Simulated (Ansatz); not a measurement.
CH₆CuP⁻, that is Cu(PH3)Me with one electron more, relaxed as a doublet with UKS r2SCAN-D4/def2-TZVPD in Ansatz, starting from the r2SCAN-D4/def2-TZVP geometry of the neutral singlet. Force threshold 0.02 eV/Å.

The highest occupied level of the relaxed charge -1 doublet lies above zero (up to 1.91 eV). By energy differences it is unbound by 0.42 eV (each at its own geometry, against the charge 0 singlet, at PBE0-D4/def2-TZVPD) and held by the finite basis.

Start:

Cartesian coordinates in Å:
```
Cu -0.072 0.205 -0.007
P 0.709 -1.819 0.033
H 0.979 -2.500 -1.176
H -0.038 -2.847 0.651
H 1.942 -2.092 0.668
C -0.771 1.986 -0.037
H -0.993 2.342 0.974
H -1.698 2.039 -0.619
H -0.057 2.686 -0.486
```

```json
{"step": "1", "energy (eV)": "-55063.0377", "largest force component (eV/Å)": "1.287", "SCF passes": "74"}
{"step": "2", "energy (eV)": "-55063.2840", "largest force component (eV/Å)": "0.707", "SCF passes": "35"}
{"step": "3", "energy (eV)": "-55063.3647", "largest force component (eV/Å)": "0.310", "SCF passes": "32"}
{"step": "4", "energy (eV)": "-55063.3732", "largest force component (eV/Å)": "0.083", "SCF passes": "28"}
{"step": "5", "energy (eV)": "-55063.3756", "largest force component (eV/Å)": "0.079", "SCF passes": "24"}
{"step": "6 (rejected)", "energy (eV)": "-55063.3754", "largest force component (eV/Å)": "0.086", "SCF passes": "25"}
{"step": "7", "energy (eV)": "-55063.3761", "largest force component (eV/Å)": "0.011", "SCF passes": "24"}
```

Force components are those of the run's own axes.

End:

```xyz
9

Cu    0.183    0.327   -0.168
P     0.621   -1.825    0.080
H     0.908   -2.489   -1.138
H     0.039   -3.178    0.691
H     1.875   -2.079    0.688
C    -0.757    2.040   -0.055
H    -1.009    2.312    0.982
H    -1.704    2.027   -0.615
H    -0.156    2.865   -0.465
```

By distances, no bond broke or formed. The bond that changes most is P2–H4, from 1.41 to 1.59 Å (atoms count from 1).

No frequencies were taken in this run, so the end may be a saddle point.

Hardware: 2 threads of Arm Neoverse V2 on a shared host. Wall time 64 s.
